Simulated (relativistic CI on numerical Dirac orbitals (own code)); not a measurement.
**Ligand-field terms of d7**

Computed with a parametric ligand-field model of a d^n configuration (Racah B and C, spin-orbit zeta, crystal field), exact diagonalisation.

Field parameters in Wybourne normalisation: Td as Oh with Dq negative (B⁴₀ = 21Dq, B⁴₄ = √(5/14) B⁴₀). The field is a parameter set, without covalency.

B = 510 cm⁻¹, C = 2240 cm⁻¹ (C/B = 4.39), Td, no spin-orbit coupling. Tanabe-Sugano data, E/B above the lowest term (Δ = |10Dq|; b, c mark the second and third term of a kind):

```csv
Δ/B,4A2,4T2,4T1,4T1(b),2E,2T1,2T2
1.0,0.00,1.00,1.79,16.21,18.08,18.14,18.52
2.8,0.00,2.80,4.95,18.46,18.88,19.29,20.77
4.6,0.00,4.61,8.02,20.80,19.28,19.93,22.78
6.4,0.00,6.39,10.95,23.23,19.53,20.32,24.49
8.2,0.00,8.20,13.78,25.81,19.71,20.58,25.84
10.0,0.00,10.00,16.48,28.52,19.86,20.77,26.85
11.8,0.00,11.80,19.04,31.37,19.99,20.91,27.64
13.6,0.00,13.61,21.48,34.34,20.09,21.03,28.30
15.4,0.00,15.39,23.79,37.39,20.19,21.13,28.86
17.2,0.00,17.20,26.03,40.56,20.27,21.20,29.36
19.0,0.00,19.00,28.19,43.81,20.35,21.27,29.81
20.8,0.00,20.80,30.29,47.12,20.41,21.33,30.21
```

The ground term stays 4A2.
